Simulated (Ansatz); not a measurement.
`OB(Cl)C=S` + `C[SiH](O)Cl` → `C[SiH](Cl)OC=S` + `OBCl`  (substitution at a C–B bond)

Calculated with Ansatz (gas phase, PBE0-D4/def2-TZVP geometries, no zero-point term in ΔE). CCSD(T)/CBS is the MP2 limit (def2-TZVPP, def2-QZVPP) plus CCSD(T) − MP2 in def2-TZVPP, frozen cores. This one scheme is used for every species. DFT in def2-TZVPP. One conformer a species, not always the lowest.

`OB(Cl)C=S`:

Z-matrix (Å, degrees):
```
B
Cl 1 1.753
C 1 1.581 2 119.6
O 1 1.336 2 119.9 3 -180.0
S 3 1.613 1 120.3 2 -180.0
H 3 1.091 1 120.1 2 0.0
H 4 0.973 1 109.2 2 180.0
```

`C[SiH](O)Cl`:

Z-matrix (Å, degrees):
```
C
Si 1 1.852
H 1 1.092 2 110.4
H 1 1.093 2 110.2 3 119.9
H 1 1.093 2 111.1 3 -119.8
O 2 1.636 1 113.3 3 -178.2
Cl 2 2.066 1 107.5 3 60.3
H 2 1.477 1 112.9 3 -58.5
H 6 0.958 2 118.5 1 -65.6
```

`C[SiH](Cl)OC=S`:

```xyz
11

C    -0.644   -0.552    1.706
Si    0.521   -0.315    0.304
Cl    1.888    1.160    0.708
O    -0.398    0.149   -1.008
C    -0.024    0.769   -2.124
S    -0.979    0.979   -3.399
H    -0.105   -0.879    2.598
H    -1.387   -1.311    1.450
H    -1.163    0.381    1.934
H     1.288   -1.523   -0.069
H     1.003    1.144   -2.101
```

`OBCl`:

Z-matrix (Å, degrees):
```
B
O 1 1.340
Cl 1 1.766 2 121.0
H 1 1.189 2 119.8 3 -180.0
H 2 0.963 1 113.9 3 -0.0
```

**Question.** Is it downhill or uphill in electronic energy at CCSD(T)/CBS, and by how much? (An estimate is asked.)

**Answer.** Ansatz gave: Uphill: ΔE = +12.0 kcal/mol.

**Question.** What do these levels give: r2SCAN-D4, ωB97X-V, B2PLYP, PBE0, MP2/def2-QZVPP, SCS-MP2/def2-QZVPP? (Best estimate.)

**Answer.** The calculation gave: r2SCAN-D4 8.5, ωB97X-V 8.9, B2PLYP 9.4, PBE0 9.4, MP2/def2-QZVPP 11.8, SCS-MP2/def2-QZVPP 11.4 kcal/mol.

Largest T1 diagnostic among the species: 0.015.

From PBE to PBE0 (25 % exact exchange), in def2-TZVPP and without D4, ΔE moves by +1.0 kcal/mol. In def2-TZVPP, CCSD(T) changes the Hartree–Fock value by +3.3 kcal/mol (the triples alone add −0.1 kcal/mol) and MP2 by +3.4 kcal/mol.
